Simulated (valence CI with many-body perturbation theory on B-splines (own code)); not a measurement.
## E1 line list for Gd¹³⁺

Calculated by valence CI with perturbative core correlation (CI+MBPT): five valence electrons over a frozen Dirac-Fock core [Kr] 4d10, radial functions for each j: 7 s, 7 p, 7 d, 7 f, 4 g, 2 h, with the one-electron correlation potential Σ1, the two-electron term Σ2, the three-electron term Σ3, Breit, model QED; selected CI, second order for the rest, scaled by the run's own slope (own B-spline code, finite nucleus).

No measured levels were compared; by estimate terms of the open shell hold to a few per cent of their energy, and close levels can change places; configurations with another count of f electrons can be misplaced by thousands of cm⁻¹. Core correlation moves these levels by up to 46000 cm⁻¹, and in measured spectra 5 to 20 % of such shifts remained as error; rates that hang on mixing are uncertain with them. Among the levels kept, up to 740 cm⁻¹ of a level comes from second order outside the variational space, and about a tenth of that is noise between levels of different J, which matters for small intervals. The lowest computed level is not the ground level that NIST lists (6H°5/2, for many ions itself from theory).

Lines 51 to 100 of 136 in falling wavelength, among levels below 8.007 eV, chosen from the strongest by gf and those to the six lowest levels. Wavelengths and rates use the calculated energies, so an error of 2000 cm⁻¹ moves a line at 6103 Å by 12 % and its rate by three times that or more. Electric multipoles are in the length gauge, E1 and E2 with the static RPA response of the core. Weak lines are less certain than strong ones. Lines between different terms over intervals too small for the method are left out, as are lines whose strength nearly cancels. Where a level lies close to another of its J and parity, the split of strength between their lines is uncertain. The highest levels of a list are the least certain.

Names give the largest LS component (configuration and term), which can be under half, so a name can repeat, a term be missing and a line seem to break the LS rules; names also repeat where a configuration has a term twice. Letters in brackets count levels of one name in rising energy.

```tsv
λ vac (Å)	Upper	Lower	A (s⁻¹)	S (a.u.)
6103	4f⁴5s ⁴I_9/2	4f³5s² ⁴G°_11/2	3.40e-03	3.82e-09
6065	4f⁴5s ⁶F_3/2	4f³5s² ²P°_1/2	5.78e+00	2.54e-06
5937	4f⁴5s ⁴I_9/2	4f³5s² ²G°_9/2	8.66e-01	8.95e-07
5835	4f⁴5s ⁶F_7/2	4f³5s² ²D°_5/2 [a]	2.42e-01	1.90e-07
5826	4f⁴5s ⁶I_9/2	4f³5s² ²H°_9/2 [a]	9.83e-02	9.59e-08
5751	4f³5s² ²H°_9/2 [b]	4f⁴5s ⁶I_11/2	3.26e-02	3.06e-08
5621	4f⁴5s ⁶S_5/2	4f³5s² ²D°_5/2 [a]	8.26e-02	4.35e-08
5385	4f³5s² ²H°_11/2 [b]	4f⁴5s ⁶I_13/2	1.14e-02	1.06e-08
5168	4f³5s² ⁴D°_7/2	4f⁴5s ⁶I_7/2	1.20e-02	6.52e-09
5111	4f⁴5s ⁶I_11/2	4f³5s² ²H°_9/2 [a]	2.47e-03	1.96e-09
5014	4f⁴5s ⁶F_1/2	4f³5s² ²D°_3/2 [a]	3.56e+00	4.43e-07
4989	4f⁴5s ⁴I_11/2	4f³5s² ⁴G°_11/2	2.00e-01	1.47e-07
4934	4f⁴5s ⁶F_7/2	4f³5s² ²G°_9/2	6.89e-01	3.27e-07
4897	4f⁴5s ⁶F_3/2	4f³5s² ²D°_3/2 [a]	8.55e-01	1.98e-07
4877	4f⁴5s ⁴I_11/2	4f³5s² ²G°_9/2	6.51e-01	4.47e-07
4711	4f³5s² ²H°_11/2 [b]	4f⁴5s ⁶I_11/2	1.95e-02	1.21e-08
4682	4f⁴5s ⁶F_5/2	4f³5s² ²D°_3/2 [a]	9.37e+00	2.85e-06
4642	4f⁴5s ⁶F_9/2	4f³5s² ⁴G°_11/2	1.69e+00	8.34e-07
4583	4f³5s² ²H°_9/2 [b]	4f⁴5s ⁶I_7/2	5.48e-02	2.61e-08
4545	4f⁴5s ⁶F_9/2	4f³5s² ²G°_9/2	1.59e+01	7.36e-06
4527	4f⁴5s ⁴I_9/2	4f³5s² ⁴G°_7/2	2.93e+00	1.34e-06
4256	4f⁴5s ⁶S_5/2	4f³5s² ²D°_3/2 [a]	9.29e-01	2.12e-07
4232	4f³5s² ²H°_11/2 [b]	4f⁴5s ⁶I_9/2	2.95e-02	1.32e-08
4162	4f⁴5s ⁶F_5/2	4f³5s² ⁴G°_7/2	9.72e+00	2.08e-06
4129	4f⁴5s ⁶F_7/2	4f³5s² ⁴G°_9/2	7.09e+00	1.97e-06
4089	4f⁴5s ⁴I_11/2	4f³5s² ⁴G°_9/2	4.20e+00	1.70e-06
3920	4f⁴5s ⁶F_7/2	4f³5s² ⁴G°_7/2	4.78e+01	1.14e-05
3853	4f⁴5s ⁶F_9/2	4f³5s² ⁴G°_9/2	1.73e+02	4.90e-05
3822	4f⁴5s ⁶S_5/2	4f³5s² ⁴G°_7/2	1.31e-01	2.17e-08
3811	4f⁴5s ⁴I_9/2	4f³5s² ²G°_7/2	1.62e+01	4.43e-06
3729	4f⁴5s ⁴I_11/2	4f³5s² ²K°_13/2	6.01e+00	1.85e-06
3670	4f⁴5s ⁶F_9/2	4f³5s² ⁴G°_7/2	2.88e+01	7.04e-06
3626	4f⁴5s ⁴I_9/2	4f³5s² ²H°_11/2 [a]	2.26e+00	5.32e-07
3585	4f⁴5s ⁶F_3/2	4f³5s² ⁴G°_5/2	3.36e+01	3.06e-06
3549	4f⁴5s ⁶F_5/2	4f³5s² ²G°_7/2	1.38e+01	1.83e-06
3469	4f⁴5s ⁶F_5/2	4f³5s² ⁴G°_5/2	4.98e+01	6.15e-06
3412	4f⁴5s ⁴I_9/2	4f³5s² ⁴F°_9/2	1.12e+01	2.20e-06
3371	4f⁴5s ⁶F_7/2	4f³5s² ²G°_7/2	8.45e+01	1.28e-05
3314	4f⁴5s ⁶I_13/2	4f³5s² ⁴I°_15/2	7.81e-01	1.96e-07
3299	4f⁴5s ⁶F_7/2	4f³5s² ⁴G°_5/2	2.12e+01	3.01e-06
3299	4f⁴5s ⁶S_5/2	4f³5s² ²G°_7/2	1.97e-01	2.09e-08
3229	4f⁴5s ⁶S_5/2	4f³5s² ⁴G°_5/2	5.01e-01	5.00e-08
3201	4f⁴5s ⁴I_11/2	4f³5s² ²H°_11/2 [a]	2.49e+01	4.84e-06
3185	4f⁴5s ⁶F_9/2	4f³5s² ²G°_7/2	1.84e+01	2.93e-06
3096	4f⁴5s ⁶I_11/2	4f³5s² ⁴I°_13/2	7.07e-01	1.24e-07
3083	4f⁴5s ⁴I_9/2	4f³5s² ⁴F°_7/2	2.12e+01	3.07e-06
3055	4f⁴5s ⁶F_7/2	4f³5s² ⁴F°_9/2	1.26e+00	1.42e-07
3055	4f⁴5s ⁶F_9/2	4f³5s² ²H°_11/2 [a]	3.99e-01	5.61e-08
3033	4f⁴5s ⁴I_11/2	4f³5s² ⁴F°_9/2	5.02e+00	8.29e-07
3032	4f⁴5s ⁶F_1/2	4f³5s² ⁴S°_3/2	7.70e-01	2.12e-08
```
